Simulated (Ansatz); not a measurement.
`BOB[SiH2][AlH2]` + `N[AsH2]` → `B[AsH]N` + `OB[SiH2][AlH2]`  (ligand exchange at a B–O bond)

Gas-phase electronic energies from Ansatz, PBE0-D4/def2-TZVP geometries. CCSD(T)/CBS is the MP2 limit (def2-TZVPP, def2-QZVPP) plus CCSD(T) − MP2 in def2-TZVPP, frozen cores. DFT in def2-TZVPP. HSE06 is defined as in plane-wave codes. For As outer-core shells are correlated without core-valence functions, which leaves a few kJ/mol of doubt a bond. Scalar relativity is left out up to krypton. One conformer a species, not always the lowest.

`BOB[SiH2][AlH2]`:

Cartesian coordinates in Å:
```
B -1.510 2.335 0.236
O -0.874 1.393 -0.459
B -0.164 0.469 -1.107
Si 1.376 -0.477 -0.201
Al 0.494 -2.539 0.800
H -1.141 3.469 0.133
H -2.429 2.006 0.930
H -0.519 0.186 -2.220
H 2.422 -0.815 -1.210
H 1.988 0.388 0.852
H -0.038 -2.540 2.298
H 0.396 -3.876 -0.053
```

`N[AsH2]`:

```xyz
6

N     0.441    0.358   -0.770
As    0.333   -0.291    0.962
H    -0.429    0.341   -1.284
H     0.804    1.301   -0.773
H    -0.016   -1.719    0.562
H    -1.134    0.009    1.303
```

`B[AsH]N`:

Z-matrix (Å, degrees):
```
B
As 1 1.972
H 1 1.194 2 117.7
H 1 1.195 2 121.3 3 171.6
N 2 1.855 1 107.5 3 154.9
H 2 1.518 1 98.3 3 51.9
H 5 1.010 2 110.2 1 119.3
H 5 1.011 2 113.0 1 -2.5
```

`OB[SiH2][AlH2]`:

Cartesian coordinates in Å:
```
O 1.980 1.242 -0.391
B 0.754 1.270 0.180
Si -0.030 -0.434 0.928
Al -1.424 -1.451 -0.816
H 2.258 2.091 -0.746
H 0.128 2.301 0.183
H -0.914 -0.097 2.085
H 1.015 -1.388 1.398
H -2.788 -0.757 -1.249
H -0.980 -2.777 -1.572
```

(1) Is it downhill or uphill in electronic energy at CCSD(T)/CBS, and by how much? (Estimate.)

(2) What do these levels give: r2SCAN-D4, BHLYP-D4, CAM-B3LYP-D4, ωB97M-V, PBE0, HSE06, LC-ωPBE, CCSD/def2-SVP, MP2/def2-TZVPP, CCSD/def2-TZVPP, HF/def2-QZVPP, MP2/def2-QZVPP? (Estimate.)

Largest T1 diagnostic among the species: 0.017.

Results:

(1) Ansatz gave: Uphill: ΔE = +22.1 kcal/mol.

(2) Computed: r2SCAN-D4 23.2, BHLYP-D4 25.9, CAM-B3LYP-D4 26.4, ωB97M-V 24.0, PBE0 22.3, HSE06 22.3, LC-ωPBE 23.1, CCSD/def2-SVP 26.9, MP2/def2-TZVPP 21.9, CCSD/def2-TZVPP 22.5, HF/def2-QZVPP 27.5, MP2/def2-QZVPP 22.1 kcal/mol.

Leaving LDA and LC-ωPBE aside and taking each functional with its dispersion term where it has one, the values, not all of them listed here, spread over 4.6 kcal/mol, from revPBE-D4 to CAM-B3LYP-D4. LDA lies +1.5 kcal/mol from PBE without D4. In def2-TZVPP, CCSD(T) changes the Hartree–Fock value by −5.0 kcal/mol (the triples alone add −0.6 kcal/mol) and MP2 by −5.1 kcal/mol.
